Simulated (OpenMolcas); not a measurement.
**Fe3+, Ru3+, Os3+: d5 down the group**

```yaml
Program: OpenMolcas 26.06
Method: RASSCF
Basis: ANO-R2
Scalar_Hamiltonian: X2C, finite nucleus
Spin-orbit_coupling: state interaction with AMFI integrals over the reference wave functions, term energies averaged over their components
```

Active space for each ion: 11 electrons in 8 orbitals (RAS1 p, at most 2 holes; RAS2 d).

Computed levels in cm-1 above 6S 5/2:

```
                               Level   Fe3+   Ru3+   Os3+
                              4G 7/2  38285  28194  25325
                             4G 11/2  38294  28284  26366
                              4G 9/2  38304  28348  27096
                              4P 3/2  39192  29173  25518
                              4P 1/2  39237  29573  27944
                              4D 7/2  45247  33177  31897
                              4D 1/2  45303  33676  35059
                              4D 3/2  45342  33919  35925
                             2I 11/2  56017  41171  37738
weight of 6S in the lowest level (%)    100     99     90
```

Mixed levels, with the weight of the term that names them: Os3+ 4G 7/2 (72 %), Os3+ 4P 3/2 (55 %), Os3+ 4P 1/2 (74 %), Os3+ 4D 7/2 (74 %), Os3+ 4D 3/2 (52 %), Os3+ 2I 11/2 (75 %).

Measured, with the error of the calculation in %. Measured levels: Fe3+ from Corliss and Sugar, J. Phys. Chem. Ref. Data 11, 135 (1982).

| Level | Fe3+ |
| --- | --- |
| 4G 11/2 | 32246 (+18.8) |
| 4P 3/2 | 35333 (+10.9) |
| 4P 1/2 | 35407 (+10.8) |
| 4D 7/2 | 38779 (+16.7) |
| 4D 1/2 | 38897 (+16.5) |

Without spin-orbit coupling 4G lies 38291, 28259, 26140 cm-1 above 6S in that order; the difference to the level 4G 7/2, of either sign, comes from spin-orbit coupling, which also lowers the zero.

Without dynamic correlation excited terms often stand tens of per cent too high (terms of higher spin than the ground term too low), and those without a measured partner can miss by more than the paired ones. Active for correlation alone: 3p; no level in the range computed is led by a configuration that opens it, so any true level of that kind is missing (holds for Fe3+). Active for correlation alone: 4p; no level in the range computed is led by a configuration that opens it, so any true level of that kind is missing (holds for Ru3+). Active for correlation alone: 5p; no level in the range computed is led by a configuration that opens it, so any true level of that kind is missing (holds for Os3+). Measured partners are found by configuration, term and J. A level has none where our copy of the source lacks it or the pairing is in doubt (some pairs that miss far off the trend of their configuration count as doubtful), and it then counts in no deviation. Only configurations of the active space appear.
